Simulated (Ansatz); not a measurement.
Mg₃S₄⁻, relaxed as a doublet with UKS B3LYP-D4/def2-SVPD in Ansatz, starting from the GFN1-xTB geometry. Force threshold 0.02 eV/Å.

Another isomer (doublet) lies 2.48 eV lower at PBE0-D4/def2-TZVPD; other spin states weren't run for this one.

Start:

```xyz
7

Mg   -2.509    0.410   -2.998
Mg   -0.277    1.896   -0.959
Mg    1.190   -0.595    3.330
S    -1.218   -0.646   -1.092
S     1.654   -0.643    0.284
S    -0.151   -1.642    0.379
S     1.311    1.220    1.056
```

Q: Estimate the energy that the relaxation releases and the steps that it takes.

A: 2.98 eV, in 51 steps; 5.7 min on 4 threads of Arm Neoverse V2 on a shared host. The force fell under the threshold at step 31, but the optimiser went on and released 0.180 eV more. No frequencies were taken in this run, so the end may be a saddle point.

Q: Does the start keep its bonding?

A: Bonds lost: S4–S6 (atoms count from 1). Bonds formed: Mg2–S6 (atoms count from 1).

Q: Predict the relaxed structure.

A: 
```xyz
7

Mg   -3.0369    0.6692   -0.6023
Mg    0.2884   -0.3413   -1.1407
Mg   -0.6345    0.7043    2.3591
S    -1.6841   -0.1079   -2.3761
S     2.2864   -0.3092    1.2568
S     0.9826   -1.8835    0.6125
S     1.7981    1.2685   -0.1093
```
Bond lengths (bridged metal pairs left out): 4 × Mg–S 2.34 to 2.44 Å; 2 × S–S 2.14 Å.
